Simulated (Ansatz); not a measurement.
Program: Ansatz. Geometries: PBE0-D4/def2-TZVP. ΔE: electronic, gas phase. CBS: MP2 limit from def2 TZ/QZ plus the TZ coupled-cluster correction, frozen cores. DFT in def2-TZVPP. B3LYP here is the variant with VWN-RPA as its local correlation; programs differ in this. Each species was taken in one conformer, which may not be the lowest.

Consider the formal exchange of groups at the Si–Si bond: `N[Si](F)([SiH3])S` + `CN[SiH2]Cl` → `[SiH3]CN[SiH2]Cl` + `N[SiH](F)S`.

| species | B3LYP energy (Eh) |
| --- | --- |
| `N[Si](F)([SiH3])S` | -1135.67998 |
| `CN[SiH2]Cl` | -846.33702 |
| `[SiH3]CN[SiH2]Cl` | -1137.05603 |
| `N[SiH](F)S` | -844.95750 |

Q: Work out ΔE.

A: ΔE = (-1137.05603) + (-844.95750) − (-1135.67998) − (-846.33702) = 0.00347 Eh = +2.2 kcal/mol. CCSD(T)/CBS gives +1.7 kcal/mol.

Largest T1 diagnostic among the species: 0.012.

From PBE to PBE0 (25 % exact exchange), in def2-TZVPP and without D4, ΔE moves by −0.8 kcal/mol.
